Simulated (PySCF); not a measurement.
**Mg⁺ (magnesium, charge +1) across methods**

[Ne] 3d1, 2D determinant (an excited configuration). Calculation: PySCF 2.14, in aug-cc-pVTZ-DK (6s5p3d2f, 50 functions); the spin-free X2C one-electron Hamiltonian (Gaussian nucleus).

```csv
method,E (hartree),mean ε 2p α (eV),mean ε 2p β (eV),mean ε 3d α (eV),Σ⟨r²⟩ (bohr²),⟨S²⟩
UHF,-199.35720,-75.573,-75.571,-6.058,32.71,0.750
PW91,-199.7681,-60.713,-60.699,-5.027,30.80,0.750
BP86,-199.8089,-60.622,-60.617,-5.117,31.18,0.750
r2SCAN,-199.7646,-61.852,-61.851,-4.900,31.55,0.750
PBE0,-199.6836,-64.563,-64.553,-5.351,31.33,0.750
r2SCANh,-199.7608,-63.320,-63.319,-5.022,31.62,0.750
BLYP,-199.8002,-60.506,-60.505,-4.956,30.34,0.750
LDA,-198.8263,-60.663,-60.653,-4.823,31.48,0.750
PBE,-199.6666,-60.501,-60.489,-5.032,30.82,0.750
```

The outer electron is Rydberg-like, and this basis confines it to a smaller radius and binds it less than a complete one would.
